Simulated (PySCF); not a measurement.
## Polarisability and C₆ of As⁺ (arsenic, charge +1)

[Ar] 3d10 4s1 4p3, high-spin 5S determinant (an excited configuration). All numbers are calculated (PySCF 2.14, scalar relativity by spin-free X2C-1e, in dyall-av3z (24s17p11d2f, 144 functions)). Coupled (time-dependent) response in atomic units; α is the mean over directions.

| method | mean α (bohr³) | C₆ (like pair) | S(−4) |
| --- | --- | --- | --- |
| PW91 | 16.04 | 94.01 | 76.63 |

S(−4) is the Cauchy moment in α(ω) = α(0) + S(−4) ω² + …

α(iu) at PW91:

| u (hartree) | α(iu) (bohr³) |
| --- | --- |
| 0 | 16.04 |
| 0.0500 | 15.85 |
| 0.100 | 15.31 |
| 0.200 | 13.52 |
| 0.300 | 11.38 |
| 0.500 | 7.711 |
| 0.750 | 4.875 |
| 1.00 | 3.298 |
| 1.50 | 1.794 |
| 2.00 | 1.139 |
| 3.00 | 0.5898 |
| 5.00 | 0.2518 |

A single London oscillator, α(iu) = α/(1 + u²/ω²), gives C₆ = (3/4) ω α². Matching the computed C₆ needs ω = 4 × 94.01 / (3 × 16.04²) = 0.487 hartree.

For an ion, C₆ is the dispersion term alone; charge-induced terms of lower order in 1/R come first.
